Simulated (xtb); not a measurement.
C₂H₆BiCl, SMILES [CH3][Bi]([CH3])[Cl]. All values are semi-empirical tight-binding results from xtb (GFN2-xTB unless named), good for trends rather than for accurate numbers. Geometry: GFN2-xTB. The structure was generated by enumeration; whether it is a known compound was not checked.

For metal compounds this method's bond lengths and energies can be far off.

```yaml
orbital_gap: 5.08 eV
zero_point_energy: 45.8 kcal/mol
G − E(el) at 298.15 K (modified RRHO): 24.1 kcal/mol
```
